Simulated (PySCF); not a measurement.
[Co(H2O)6]3+ (charge 3, multiplicity 3), TPSSh-D3(BJ)/def2-TZVP // r2SCAN-D4/def2-SVP (PySCF). The run hit its time limit unfinished.

```python
import json, numpy as np
from pyscf import gto, dft
from fastk import lowrank_exchange
atoms = """
Co     0.061070    -0.020528    -0.004724
O      1.166673    -1.374727    -1.034360
H      1.928203    -1.886832    -0.691029
H      1.043290    -1.641728    -1.969075
O      1.577263     1.171912     0.055408
H      1.458897     2.132137     0.234770
H      2.323055     1.074795    -0.579096
O     -0.618854     0.724360    -1.711263
H     -1.431956     0.389578    -2.148085
H     -0.263789     1.445504    -2.274533
O     -1.455920    -1.212313    -0.064436
H     -2.202848    -1.111765     0.568157
H     -1.339648    -2.173335    -0.240741
O      0.739089    -0.764094     1.703312
H      1.551660    -0.430298     2.141902
H      0.383364    -1.486820     2.264085
O     -1.044855     1.333749     1.025827
H     -1.803110     1.849966     0.681546
H     -0.924321     1.595711     1.962294
"""
def scf(charge, spin, dm0=None):
    mol = gto.M(atom=atoms, basis='def2-tzvp', ecp={}, charge=charge, spin=spin, verbose=4, max_memory=5040)
    mf = dft.KS(mol, xc='tpssh').density_fit(auxbasis="def2-universal-jkfit")
    mf.disp = 'd3bj'
    mf.grids.level = 3
    mf.conv_tol = 1e-8
    mf.max_cycle = 120
    mf.level_shift = 0.25
    mf.kernel(dm0)
    if not mf.converged:
        mf = mf.newton().run(mf.mo_coeff, mf.mo_occ).undo_soscf()
    return mf
mf = scf(3, 2)
lowrank_exchange(mf)  # same exchange matrices as the stock routine, built faster for response steps
mo, _, stable, _ = mf.stability(return_status=True)
if not stable:
    mf.kernel(mf.make_rdm1(mo, mf.mo_occ))
e, occ = np.ravel(mf.mo_energy), np.ravel(mf.mo_occ)
ev = 27.211386245988
occupied, empty = np.sort(e[occ > 0]) * ev, np.sort(e[occ == 0]) * ev
print("highest occupied levels (eV):", np.round(occupied[-6:], 3))
print("lowest empty levels (eV):", np.round(empty[:6], 3))
res = dict(converged=bool(mf.converged), energy=mf.e_tot, dispersion=float(mf.get_dispersion()) if mf.do_disp() else 0.0, nlc=bool(mf.do_nlc()), nao=mf.mol.nao, cycles=mf.cycles,
           occupied=occupied[-8:].tolist(), empty=empty[:8].tolist(), dipole=mf.dip_moment().tolist(), s2=float(mf.spin_square()[0]),
           mulliken=mf.mulliken_pop(verbose=3)[1].tolist(), meta_lowdin=mf.mulliken_meta(verbose=3)[1].tolist())
res["spin_pop"] = mf.mulliken_spin_pop(verbose=3)[1].tolist()
json.dump(res, open("result.json", "w"))
```

The last lines of the output:

```
  beta  nocc = 41  HOMO = -0.811938273582338  LUMO = -0.470579251510912
  HOMO = -0.811938273582  LUMO = -0.470579251511  gap/eV = 9.28885
cycle= 119 E= -1840.45971597626  delta_E= -2.22e-07  |g|= 0.000506  |ddm|= 0.0018
  alpha nocc = 43  HOMO = -0.824746892824011  LUMO = -0.416671056629749
  beta  nocc = 41  HOMO = -0.811938575939131  LUMO = -0.47059538092428
  HOMO = -0.811938575939  LUMO = -0.470595380924  gap/eV = 9.28842
cycle= 120 E= -1840.4597162055  delta_E= -2.29e-07  |g|= 0.000256  |ddm|= 0.000844
SCF not converged.
SCF energy = -1840.4597162055 after 120 cycles  <S^2> = 2.1798786  2S+1 = 3.1176136

******** <class 'pyscf.soscf.newton_ah.SecondOrderDFUKS'> ********
method = SecondOrderDFUKS
initial guess = minao
damping factor = 0
level_shift factor = 0.25
DIIS = <class 'pyscf.scf.diis.CDIIS'>
diis_start_cycle = 1
diis_space = 8
diis_damp = 0
SCF conv_tol = 1e-08
SCF conv_tol_grad = None
SCF max_cycles = 120
direct_scf = False
number electrons alpha = 43  beta = 41
XC library pyscf.dft.libxc version 7.1.2
    S. Lehtola, C. Steigemann, M. J. T. Oliveira, and M. A. L. Marques,  SoftwareX 7, 1–5 (2018)
XC functionals = tpssh
    V. N. Staroverov, G. E. Scuseria, J. Tao, and J. P. Perdew,  J. Chem. Phys. 119, 12129 (2003)
radial grids:
    Treutler-Ahlrichs [JCP 102, 346 (1995); DOI:10.1063/1.469408] (M4) radial grids

becke partition: Becke, JCP 88, 2547 (1988); DOI:10.1063/1.454033
grids dens level: 3
symmetrized grids: False
small_rho_cutoff = 0
******** <class 'pyscf.df.df_jk.DFUKS'> Newton solver flags ********
SCF tol = 1e-08
conv_tol_grad = None
max. SCF cycles = 120
direct_scf = False
max_cycle_inner = 12
max_stepsize = 0.05
ah_start_tol = 1e+09
ah_level_shift = 0
ah_conv_tol = 1e-12
ah_lindep = 1e-14
ah_start_cycle = 1
ah_max_cycle = 40
ah_grad_trust_region = 2.5
kf_interval = 4
kf_trust_region = 5
canonicalization = True
Set conv_tol_grad to 0.0001
  alpha nocc = 43  HOMO = -0.824764372879321  LUMO = -0.666692017742501
  beta  nocc = 41  HOMO = -0.811945279433016  LUMO = -0.720619532747957
  HOMO = -0.811945279433  LUMO = -0.720619532748  gap/eV = 2.48510
Initial guess E= -1840.4597162055  |g|= 0.000256343
macro= 0  E= -1840.4597168528  delta_E= -6.47301e-07  |g|= 5.4863e-05  2 KF 13 JK
macro= 1  E= -1840.4597168528  delta_E= -3.63798e-12  |g|= 3.05863e-05  1 KF 2 JK
Canonicalize SCF orbitals
macro X = 2  E=-1840.4597168528  |g|= 3.05863e-05  total 4 KF 18 JK
converged SCF energy = -1840.4597168528  <S^2> = 2.1784837  2S+1 = 3.1167186
```
